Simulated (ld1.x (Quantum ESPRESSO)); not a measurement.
# vanadium (V): one change to an ultrasoft potential, before and after

| Item | Value |
| --- | --- |
| Element | V |
| Generator | ld1.x (Quantum ESPRESSO) 7.5 |
| Type | ultrasoft |
| Functional | LDA (PZ) |
| Relativity | scalar-relativistic |
| Frozen core | [Ne] |
| Valence charge | 13 |
| Reference configuration | 3s2 3p6 3d3 4s1.5 4p0 (charge +0.5) |
| Partial waves | 3s (bound): rcut 1.25, rcutus 1.30 bohr; 4s (bound): rcut 1.25, rcutus 1.30 bohr; 3p (bound): rcut 2.00, rcutus 2.15 bohr; 4p (bound, empty): rcut 2.00, rcutus 2.15 bohr; 3d (bound): rcut 0.90, rcutus 1.10 bohr; 3d channel at 4.4 Ry: rcut 0.90, rcutus 1.10 bohr |
| Local potential | all-electron potential smoothed inside 2.00 bohr (lloc = -1) |
| Core correction | a·sin(br)/r model core, default radius (core density twice the valence density) |
| Augmentation charge | PSQ, inside the norm-conserving radii |

Change: all radii but the core radius scaled by about 1.27 (s 1.64, p 2.72, d 1.40 bohr, rcut 1.58/2.54/1.14); local potential all-electron potential smoothed inside 2.54 bohr (lloc = -1).

Cutoffs: the cutoffs (Ry, on a coarse ladder) from which the occupation-weighted sum of valence levels, in a spherical-Bessel basis at the reference potential, stays within 10 and 1 mRy of its value at 400 Ry; they do not see the model core or the augmentation charge, which bear on the density cutoff. Errors are all-electron minus pseudo energies relative to the spin-unpolarised reference configuration.

Predict the effect on cutoff, ghosts and configuration errors.

The potential gets softer (80 Ry and 140 Ry → 50 Ry and 80 Ry); the number of tests that count goes from 9 to 3 (the test run of the changed file stopped, so its transferability is not established); of the 3 tests that both files solve, the error grows in 2 and shrinks in 0 by more than 15 % and 0.3 meV (median size 0.4 → 1.4 meV); neither file shows a bound ghost at the reference potential, the only one tested. A larger radius leaves more room for a smooth pseudo-wave, so fewer plane waves are needed.

```tsv
quantity	base	changed
cutoff, loose	80 Ry	50 Ry
cutoff, tight	140 Ry	80 Ry
loose cutoff by channel (10 mRy a level)	s 25 Ry, p 15 Ry, d 70 Ry	s 30 Ry, p 10 Ry, d 40 Ry
bound ghosts	none	none
tests counted (converged, no solver errors)	9 of 9	3 of 9 (the test run stopped)
error for 3s2 3p6 3d3 4s2 4p0, meV [ΔE -3.18 eV]	+0.2	-0.2
error for 3s2 3p6 3d3 4s1 4p0, meV [ΔE 4.76 eV]	-0.4	-1.4
error for 3s2 3p6 3d3 4s0 4p0, meV [ΔE 19.31 eV]	-1.7	-23
lowest overlap eigenvalue by channel	s 0.30, p 0.84, d 1.00	s 0.14, p 0.84, d 0.33
```

Changed file: Tests not counted: 3s2 3p6 3d3 4s1 4p1 (solver errors, printed error -2.3 eV).
